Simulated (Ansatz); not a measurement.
Ansatz (a first-principles code) input:
A basis named .json is the Basis Set Exchange file of that set.

Ansatz 0.2 input:
```yaml
crystal:
  periodic: [false, false, false]
  atoms:
    - {symbol: C, position_ang: [-1.78374966, -0.45640197, -0.01709594]}
    - {symbol: Ge, position_ang: [-0.05727277, 0.30278339, -0.05746531]}
    - {symbol: C, position_ang: [1.68113081, -0.74218809, 0.22631117]}
    - {symbol: H, position_ang: [-1.91824256, -1.20853514, -0.80332132]}
    - {symbol: H, position_ang: [-2.01613533, -0.89205841, 0.96175204]}
    - {symbol: H, position_ang: [0.26232115, 1.00478372, -1.43270337]}
    - {symbol: H, position_ang: [0.12655468, 1.44370202, 1.01525860]}
    - {symbol: H, position_ang: [1.66583632, -1.21768933, 1.21129553]}
    - {symbol: H, position_ang: [2.56577643, -0.09808453, 0.15988708]}
    - {symbol: H, position_ang: [1.76233104, -1.52964632, -0.52857002]}
basis:
  gaussian:
    orbitals: def2-QZVPP.json
hamiltonian:
  xc: {name: PBE0}
total_charge: -1
```

### Question
Predict the final energy.

### Answer
-2157.10190 Eh (PBE0/def2-QZVPP). The basis has 413 functions.

It need not be the lowest isomer of its formula. Whether it binds its extra electron was not tested at this geometry.
